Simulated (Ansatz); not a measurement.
One change: `C[Se][Al]([F])[F]` becomes `C[SiH2][Al]([F])[F]`.

Ansatz, PBE0-D4/def2-TZVP geometries, multiplicity 1. Each molecule was computed in one conformer, which needn't be the lowest.

Scalar relativity is left out up to krypton.

| property | `C[Se][Al]([F])[F]` |
| --- | --- |
| HOMO–LUMO gap (B3LYP/def2-TZVPP) / eV | 5.75 |
| HOMO–LUMO gap (PBE/def2-TZVPP) / eV | 4.32 |
| HOMO–LUMO gap (ωB97M-V/def2-TZVPP) / eV | 10.05 |
| LUMO energy (PBE0/def2-TZVPP) / eV | -1.02 |
| HOMO–LUMO gap (PBE0/def2-TZVPP) / eV | 6.29 |
| HOMO energy (PBE/def2-TZVPP) / eV | -6.18 |

**Question.** What does the change do to each property? (Estimate.)

**Answer.** Computed: 
```
                               property  `C[SiH2][Al]([F])[F]`  shift
  HOMO–LUMO gap (B3LYP/def2-TZVPP) / eV                   6.60   0.85
    HOMO–LUMO gap (PBE/def2-TZVPP) / eV                   5.08   0.76
HOMO–LUMO gap (ωB97M-V/def2-TZVPP) / eV                  10.68   0.63
     LUMO energy (PBE0/def2-TZVPP) / eV                  -1.27  -0.25
   HOMO–LUMO gap (PBE0/def2-TZVPP) / eV                   6.98   0.69
      HOMO energy (PBE/def2-TZVPP) / eV                  -7.10  -0.92
```

With PBE0 the HOMO falls by 0.95 eV and the LUMO falls by 0.25 eV, so the gap widens by about 0.70 eV. PBE moves the HOMO by -0.92 eV and ωB97M-V by -0.85 eV.

B3LYP here is the variant with VWN-RPA as its local correlation; programs differ in this.

Spin–orbit coupling is left out; it splits and shifts lone-pair levels of the heavy atoms by tenths of an eV.
